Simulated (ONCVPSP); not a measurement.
In (Z = 49), ONCV: configuration errors across variants

| Property | Result |
| --- | --- |
| Element | In |
| Generator | ONCVPSP 4.0.1 |
| Type | optimised norm-conserving Vanderbilt (ONCV) |
| Functional | PBEsol |
| Relativity | scalar-relativistic |
| Frozen core | [Ar] 3d10 4s2 |
| Valence charge | 19 |
| Reference configuration | 4p6 4d10 5s2 5p0.5 (charge +0.5) |
| Partial waves | 5s: rc 2.35 bohr, ncon 4, nbas 8, qcut 3.1 1/bohr, 3 projectors, debl 3.5 Ha; 4p+5p: rc 1.25 bohr, ncon 4, nbas 8, qcut 8.9 1/bohr, 2 projectors; 4d: rc 1.55 bohr, ncon 4, nbas 9, qcut 11.7 1/bohr, 2 projectors, debl 3.1 Ha |
| Local potential | polynomial inside 1.15 bohr (lpopt 4, dvloc0 4 Ha) |
| Core correction | none |

All-electron excitation energies from the reference (eV): (1) 4p6 4d10 5s2 5p1 -1.941; (2) 4p6 4d10 5s2 5p0 3.420; (3) 4p6 4d10 5s1 5p0 22.699; (4) 4p5 4d10 5s2 5p1 83.567.

1 further variants failed, have other tests or another functional or relativity, and are left out.

Errors AE − PS in meV (a dash: test not solved or not reliable):

| change | (1) | (2) | (3) | (4) | bound ghosts | GHOST(+) flags above zero |
| --- | --- | --- | --- | --- | --- | --- |
| base | +0.3 | -0.7 | -11 | -127 | none | s |
| s: qcut 2.8; p: qcut 8.1; d: qcut 10.7 | +0.3 | -0.7 | -11 | -123 | none | s |
| s: nbas 7 | +0.3 | -0.7 | -10 | -134 | none | s |
| d: qcut 7.8 | +0.3 | -0.7 | -9.9 | -177 | none | s |
| d: nproj 3 | +0.3 | -0.7 | -11 | -126 | none | s |

Q: Give the same row for: d: rc 1.52.

A: +0.3, -0.7, -11, -126; bound ghosts: none; GHOST(+) flags above zero: s.
